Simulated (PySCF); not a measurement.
Give a PBE0-D3(BJ)/def2-SVP geometry of `[AlH2][O][SiH2]Br`.

```
atom  x, y, z in Å
Al1   -0.6756   -0.0769   -0.3042
O2     0.8919    0.4404    0.1436
Si3    2.4669    0.8627    0.2094
Br4    3.3487    0.7479   -1.8395
H5    -1.7125    1.0347   -0.7371
H6    -0.9840   -1.6249   -0.2164
H7     2.6250    2.2690    0.6652
H8     3.2369   -0.0742    1.0701
```

Orientation and origin are arbitrary. Atoms count from 1 in this order. O2 (oxygen bonded to Al and Si) is bent (angle 166.7°). The 4 heavy atoms lie in one plane (0.006 Å rms). Al1 (aluminium bonded to O and 2 H) is planar (angles 125.2°, 117.4° and 117.4°, sum 360.0°, 0.01 Å off the plane of its three neighbours). Si3 (oxygen-bound silicon) is tetrahedral (angles from 106.7° to 111.3°).

Bonds between heavy atoms (Å): Al1–O2 1.710, O2–Si3 1.632, Si3–Br4 2.233.

Method: PySCF, PBE0-D3(BJ)/def2-SVP geometry optimisation, gas phase.

No PBE0-D3(BJ)/def2-SVP frequencies stand behind this structure, so it isn't proved a minimum.

Time: 29 s. Hardware: Arm Neoverse V2, one thread (shared host). That covers the optimisation of the geometry.
